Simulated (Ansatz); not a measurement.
Born–Oppenheimer molecular dynamics of Cl3FSi (5 atoms, charge 0, multiplicity 1). It starts from a relaxed structure.

Theory: RKS r2SCAN/cc-pVDZ (Ansatz).

```json
{
 "ensemble": "NVE (velocity Verlet)",
 "time step": "2 fs",
 "steps asked": "300",
 "starting velocities drawn for": "2000 K",
 "seed": "726619"
}
```

First frame:

```xyz
5
Properties=species:S:1:pos:R:3
Si 0.000 0.000 -0.050
F 0.000 0.000 1.576
Cl 1.941 0.000 -0.688
Cl -0.970 1.681 -0.688
Cl -0.970 -1.681 -0.688
```

**Question.** How far do the bonds stretch over the last three quarters of this one trajectory? (Pairs bonded in most of those frames.)

**Answer.** 
```json
{"bond": "Si1–F2", "mean (Å)": "1.634", "spread (Å)": "0.015", "shortest": "1.61", "longest": "1.67"}
{"bond": "Si1–Cl3", "mean (Å)": "2.062", "spread (Å)": "0.016", "shortest": "2.02", "longest": "2.09"}
{"bond": "Si1–Cl4", "mean (Å)": "2.055", "spread (Å)": "0.018", "shortest": "2.02", "longest": "2.10"}
{"bond": "Si1–Cl5", "mean (Å)": "2.057", "spread (Å)": "0.020", "shortest": "2.02", "longest": "2.10"}
```

Mean temperature of the second half: 990 K. The conserved energy stayed within 0.23 meV per atom of its start (net change 0.22 meV per atom), so the integration is sound. Over the second half the temperature averaged 0.49 of the 2000 K drawn at the start: a run that starts near a minimum puts about half its kinetic energy into the potential. A run of 0.6 ps of so small a system gives no equilibrium averages.

Run time: 22 min on 2 threads of Arm Neoverse V1, on a shared host, peak memory 0.16 GiB.
